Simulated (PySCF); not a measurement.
Ga(Vi)(OMe)(NH2), C3H8GaNO, SMILES C=[CH][Ga]([NH2])[O]C at its PBE0/def2-SVP optimised geometry (Å):

```
14

Ga    -0.5255    -0.2768     0.0000
C      1.4097    -0.2768     0.0000
C      2.0922     0.8758     0.0065
H      1.9761    -1.2163    -0.0036
H      3.1891     0.9045     0.0081
H      1.5830     1.8460     0.0107
O     -1.2893     1.3456     0.0000
C     -2.6587     1.5842     0.0149
H     -3.1891     1.0551     0.8333
H     -2.8459     2.6632     0.1602
H     -3.1582     1.2970    -0.9328
N     -1.6470    -1.6979     0.0093
H     -1.3445    -2.6632     0.0190
H     -2.6560    -1.6213     0.0045
```

Computed with PySCF with PBE0/def2-TZVP.

Map of the log10 of the electron density (e/bohr³), floored at −4 on the plane z = 1.2 Å:

```
|0000000000000000000000000000000|
|0000000000000000000000000000000|
|0000000000000000000000000000000|
|0000000000000000000000000000000|
|0000001110000000000000000000000|
|0000012332100000000000000000000|
|0000134443210000000000000000000|
|0000245554322110001121000000000|
|0001346665444321122333210000000|
|0002456776555543234454332100000|
|0013567876666653334565543210000|
|0014679987777654345666654320000|
|0024689987777764456677665431000|
|0024679976667665556777765431000|
|0013567765566666667777665321000|
|0002345544566777777777654210000|
|0000123344566777777776543100000|
|0000012345677776667766532000000|
|0000013456777766566665431000000|
|0000023567887655445555421000000|
|0000013567787654333443310000000|
|0000013456776543212222100000000|
|0000002345666532100000000000000|
|0000000234554421000000000000000|
|0000000012333210000000000000000|
|0000000001121100000000000000000|
|0000000000000000000000000000000|
|0000000000000000000000000000000|
|0000000000000000000000000000000|
|0000000000000000000000000000000|
|0000000000000000000000000000000|
```
Scale: ten equal steps from -4.00 (start of '0') to -1.09 (end of '9'), in the order '0123456789'; x runs from -5.50 to 5.50, y from -5.50 (bottom) to 5.50 (top).
